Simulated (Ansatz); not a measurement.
CH4BClFN (`NB(Cl)CF`), relaxed with RKS PBE-D4/def2-SVP in the Gaussian-basis code of Ansatz from a rough embedded geometry. The force threshold is 0.03 eV/Å; the program also tests the step.

Total charge 0; spin multiplicity 1.

Start:

```xyz
9

N    -0.789   -1.084    0.776
B    -0.372    0.226    0.174
Cl   -1.281    1.725    0.651
C     0.748    0.348   -0.835
F     0.287    0.807   -2.086
H     0.103   -1.454    1.340
H    -1.525   -0.960    1.487
H     1.226   -0.667   -1.022
H     1.604    1.058   -0.484
```

Q: How much energy does the relaxation release, and in how many steps? (Best estimate.)

A: Ansatz gave: 19.82 kcal/mol, in 10 steps, 1 of them rejected.

Q: Which bonds change most? (Estimate.)

A: The calculation gave: N1–B2 from 1.501 to 1.399 Å; N1–H6 from 1.118 to 1.021 Å; B2–C4 from 1.512 to 1.592 Å; C4–H9 from 1.167 to 1.120 Å.

Q: Give the relaxed structure. (Best estimate.)

A: Ansatz gave: 
```xyz
9

N    -0.606   -0.845    1.042
B    -0.443    0.253    0.190
Cl   -1.571    1.625    0.326
C     0.766    0.332   -0.844
F     0.432    1.011   -2.011
H    -0.011   -1.673    1.004
H    -1.332   -0.881    1.759
H     1.143   -0.684   -1.113
H     1.623    0.862   -0.355
```
